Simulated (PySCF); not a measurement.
**C₆ coefficients of unlike pairs at TPSSh**

Calculated with PySCF 2.14 from the dipole response of each species, C₆(A,B) = (3/π) ∫ α_A(iu) α_B(iu) du, in atomic units, from isotropic polarisabilities. For ions this is the dispersion term alone; charge-induced terms of lower order in 1/R come first.

```tsv
species	configuration	basis	relativity	α (bohr³)	C₆ (like pair)
Mn⁺	[Ar] 3d5 4s1 (7S)	def2-TZVPPD (6s6p4d2f1g)	none	31.09	156.8
Cd³⁺	[Kr] 4d9 (2D)	x2c-QZVPPall with one added diffuse shell each of s, p, d, f, g type (14s9p8d5f3g)	spin-free X2C	3.739	16.77
F²⁺	[He] 2s2 2p3 (4S)	aug-cc-pVDZ-DK (4s3p2d)	spin-free X2C	1.256	1.604
Sc³⁺	[Ar] (1S)	aug-cc-pVDZ (7s6p4d2f)	none	2.120	5.450
```

Problem. Estimate C₆ for Sc³⁺ with F²⁺.

Solution. The integral gives 2.949. The combination rule 2 C_A C_B / (C_A α_B/α_A + C_B α_A/α_B) gives 2.945 and the geometric mean 2.957.

No spin-orbit coupling is included.

The other pairs:

```
      pair     C₆
 Sc³⁺, Mn⁺  21.53
 Cd³⁺, Mn⁺  37.66
  F²⁺, Mn⁺  12.12
 F²⁺, Cd³⁺  5.178
Sc³⁺, Cd³⁺  9.533
```
